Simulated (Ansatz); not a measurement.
Z-matrix (Å, degrees):
```
B
Te 1 2.170
O 1 1.347 2 123.3
H 1 1.193 2 118.6 3 -180.0
H 2 1.653 1 92.1 3 180.0
H 3 0.960 1 116.4 2 -0.0
```

The species carries charge 0 and has multiplicity 1. Te: def2 effective core potential.

(1) List the ωB97M-V/def2-TZVPP orbital energies in eV (the Gaussian-basis code of Ansatz). (An estimate is asked.)

Answers

(1) Ansatz gave: Occupied: -527.19, -189.27, -174.78, -123.66, -123.52, -123.41, -46.66, -46.60, -46.49, -46.38, -46.37, -32.15, -20.75, -19.08, -15.01, -14.21, -13.61, -12.18, -10.09, -8.80. Lowest empty: 1.02, 1.44, 2.40, 2.79, 3.37, 4.26, 4.79, 5.00.
